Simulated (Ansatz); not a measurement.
`[SiH3][O][InH][Br]` + `[OH][SbH2]` → `[OH][InH][Br]` + `[SiH3][O][SbH2]` at 700 K and 1 bar (redistribution).

Gas-phase electronic energies from Ansatz, PBE0-D4/def2-TZVP geometries. CCSD(T)/CBS is the MP2 limit (def2-TZVPP, def2-QZVPP) plus CCSD(T) − MP2 in def2-TZVPP, frozen cores. def2 core potentials past Kr. For Br, In, Sb outer-core shells are correlated without core-valence functions, which leaves a few kJ/mol of doubt a bond. Scalar relativity is left out up to krypton. One conformer a species, not always the lowest.

| species | CCSD(T)/CBS energy (Eh) | H − E (kJ/mol) | S (J/(mol·K)) |
| --- | --- | --- | --- |
| `[SiH3][O][InH][Br]` | -3129.89321 | 167.8 | 499.1 |
| `[OH][SbH2]` | -316.98030 | 111.4 | 336.4 |
| `[OH][InH][Br]` | -2839.57190 | 102.1 | 396.8 |
| `[SiH3][O][SbH2]` | -607.29789 | 176.6 | 448.9 |

H − E and S are ideal-gas, rigid-rotor, harmonic terms from PBE0-D4/def2-TZVP, for one conformer and one mirror image of each species. 1 Eh = 2625.50 kJ/mol, R = 8.31446 J/(mol·K).

Q: By hand: ΔE, ΔH, ΔS and ΔG.

A: ΔE = (-2839.57190) + (-607.29789) − (-3129.89321) − (-316.98030) = 0.00372 Eh = 9.8 kJ/mol. Δ(H − E) = 102.1 + 176.6 − 167.8 − 111.4 = -0.5, so ΔH = 9.3 kJ/mol. ΔS = 396.8 + 448.9 − 499.1 − 336.4 = 10.2 J/(mol·K). ΔG = 9.3 − 700 × (10.2)/1000 = 2.2 kJ/mol.

Q: By hand: the equilibrium constant, and the temperature at which ΔG would vanish if ΔH and ΔS stayed fixed.

A: log₁₀ K = −ΔG/(RT ln 10) = -0.2. ΔG = 0 at ΔH/ΔS = 912 K, though so small a ΔH makes that figure unsure.

TΔS isn't small against ΔH here. The sign of ΔG lies within the doubt. A doubt of 5 kJ/mol in ΔE shifts log₁₀ K by 0.4 here. Other conformers and mirror images would add mixing entropy, several J/(mol·K) or more a flexible species. Modes under 60 cm⁻¹, often nearly free rotors, make the harmonic entropy too high. These are equilibria of isolated gas molecules and say nothing of rates. Largest T1 diagnostic: 0.014 (customary marks: 0.02 for closed shells, 0.045 for open ones).
